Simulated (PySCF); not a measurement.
This PySCF input asks for the NMR shieldings of SMILES BC(C)=C=CC[SiH2]F, C₅H₁₀BFSi; the geometry comes from GFN2-xTB.

```python
import basis_set_exchange as bse
import numpy as np
from pyscf import gto, dft
from pyscf.prop import nmr

atoms = """
B    -1.877339    0.607756    1.719844
C    -1.703705    0.241238    0.236775
C    -2.882784   -0.213439   -0.596427
C    -0.515977    0.341771   -0.321020
C     0.666936    0.436010   -0.838987
C     1.692411   -0.663157   -0.832592
Si    3.123990   -0.236685    0.348361
F     3.765497    1.145790   -0.180630
H    -0.951377    0.954165    2.345119
H    -2.932569    0.533508    2.220662
H    -2.567360   -0.557098   -1.579781
H    -3.406829   -1.021134   -0.089091
H    -3.581806    0.612677   -0.722337
H     0.986216    1.368056   -1.289008
H     1.223014   -1.601182   -0.537007
H     2.076702   -0.794539   -1.847069
H     4.213076   -1.198204    0.255665
H     2.663144    0.050782    1.695866
"""
names = dict.fromkeys(["B", "C", "Si", "F", "H"], "pcSseg-1")
basis = {el: gto.basis.parse(bse.get_basis(n, elements=[el], fmt="nwchem")) for el, n in names.items()}
mol = gto.M(atom=atoms, basis=basis, charge=0, verbose=0)
mf = dft.RKS(mol, xc="PBE0")
mf.grids.level = 2
mf.grids.alignment = dft.numint.BLKSIZE   # the property module wants whole blocks of grid points
mf.conv_tol = 1e-9
mf.kernel()

calc = nmr.RKS(mf)   # GIAO
C = mf.mo_coeff
Co = C[:, mf.mo_occ > 0]
resp = mf.gen_response(singlet=True, hermi=2)
def vind(x):   # induced exchange potential for any number of trial vectors
    d = np.einsum("pi,xij,qj->xpq", C, 2 * x.reshape(-1, C.shape[1], Co.shape[1]), Co, optimize=True)
    return np.einsum("xpq,pi,qj->xij", resp(d - d.transpose(0, 2, 1)), C, Co, optimize=True).ravel()
mo1, _ = nmr.rhf.solve_mo1(calc, with_cphf=vind)
sigma = calc.kernel(mo1)
for i, s in enumerate(sigma):   # ppm
    print("%2d %-2s %9.2f" % (i, mol.atom_pure_symbol(i), np.trace(s) / 3))
```

Q: What does it print?

A: 
```
 0 B      25.30
 1 C      75.46
 2 C     164.25
 3 C     -50.13
 4 C     105.74
 5 C     167.31
 6 Si    340.61
 7 F     401.87
 8 H      24.66
 9 H      24.57
10 H      29.88
11 H      29.51
12 H      29.34
13 H      26.24
14 H      30.35
15 H      29.72
16 H      26.37
17 H      26.53
```

These numbers come from an equivalent density-fitted implementation of the same equations, which agrees with the script to about 0.01 ppm for H and up to a few tenths of a ppm for heavy atoms, so last digits may differ.

Size and cost of the density-fitted run: 193 basis functions, 62 s wall time on 1 thread of an AMD EPYC, shared host; peak memory 0.85 GiB.
